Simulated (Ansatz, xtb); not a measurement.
A geometry optimisation of C2H2FSe+ with r2SCAN-D4/def2-SVP

The starting geometry of this gas-phase singlet was built from a drawn formula by distance geometry and a force field; its bonds are those of `F[C@@H]1[C+]=[SeH]1`.

```xyz
6

C     0.8991    0.5308    1.5273
C     0.1358   -0.6443    1.6372
F     2.1248    0.4855    2.0639
Se    0.7260   -0.5571   -0.0489
H     0.2824    1.5065    1.5740
H     1.9712   -1.3490    0.2879
```

**Question.** Predict what it relaxes into with r2SCAN-D4/def2-SVP.

**Answer.** A bond breaks, leaving `FC=C=[SeH+]`. Contacts that open: C1–Se4 (1.92 → 3.03 Å).

The energy falls by 3.77 eV over 19 steps:

```tsv
step	E − E(last) (eV)
1	3.767
3	2.715
5	2.483
7	1.784
9	0.688
11	0.177
13	0.012
15	0.005
17	0.000
19	0.000
```

Final geometry (Å):

```yaml
atoms:
  - { symbol: C, position_ang: [0.8923, 0.8120, 1.8947] }
  - { symbol: C, position_ang: [1.1466, -0.0489, 0.9215] }
  - { symbol: F, position_ang: [1.6973, 1.0355, 2.8846] }
  - { symbol: Se, position_ang: [1.5123, -0.9391, -0.5043] }
  - { symbol: H, position_ang: [-0.0640, 1.3639, 1.9002] }
  - { symbol: H, position_ang: [0.9547, -2.2510, -0.0552] }
```

From the same start GFN2-xTB reaches the same bonding as this run.

No frequencies were run, so the end isn't proven a minimum. Run with Ansatz 0.2.0, 36 s on 2 threads of Arm Neoverse V1, with other jobs on the host.
